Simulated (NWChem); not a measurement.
System: BiH₂Te₂Cl; SMILES [Cl][Bi]([TeH])[TeH]

```xyz
6

Bi    -0.8513    -0.0089     0.4938
Cl    -2.2431    -0.0933    -1.5736
Te     0.9895     2.1016    -0.1254
H      1.6657     1.2368    -1.3782
Te     1.0727    -2.0192    -0.1204
H     -0.1058    -3.2017    -0.0784
```
Atoms are numbered in this order, from 1.

Program: NWChem. Structure relaxed at the PBE0/def2-SVP level. No frequency run checked for a minimum. def2 effective core potentials on Te, Bi; no spin-orbit coupling.

For level PBE/def2-SVP:

```yaml
highest occupied level (eV): -5.52
dipole (D): 2.55
```

**Question.** How do the values read with level LDA (Slater exchange, VWN5)/def2-SVP instead?

**Answer.** highest occupied level (eV): -5.66
dipole (D): 2.36
